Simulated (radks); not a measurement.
Results of a calculation; reference values are marked as such.
Spherical quantum dot in the effective-mass picture: electrons in a parabolic well V = omega^2 r^2 / 2 with omega = 0.172, all in effective atomic units (hartree* = m*/eps^2 hartree, bohr* = eps/m* bohr), one dielectric constant everywhere. Level of theory: non-relativistic Kohn-Sham, PBE, spin-polarised, spherical densities (a radial shooting solver with Libxc functionals). Levels are named by radial order and angular momentum (1s, 1p, 1d, 2s, ...), and open shells are averaged over m.

N = 2, configuration 1s2. This is the lowest configuration that the search found. Occupied and some empty levels:

level,occupation,eigenvalue (hartree*),<r> (bohr*)
1s,2,0.63537,3.146
1p,0,0.76572,3.958
1d,0,0.91116,4.622
2s,0,0.93848,4.273

Energy (hartree*): total 0.792527, kinetic 0.19889, external 0.33886, Hartree 0.57044, exchange-correlation -0.31567.

Electron density:

r (bohr*),n(r) (e/bohr*^3)
0.135,0.01387
0.646,0.01340
1.16,0.01235
1.67,0.01079
2.18,0.008869
2.69,0.006787
3.20,0.004787
3.71,0.003077
4.22,0.001789
4.73,0.0009429
5.24,0.0004555
5.75,0.0002016
6.26,0.00008125
6.77,0.00002982
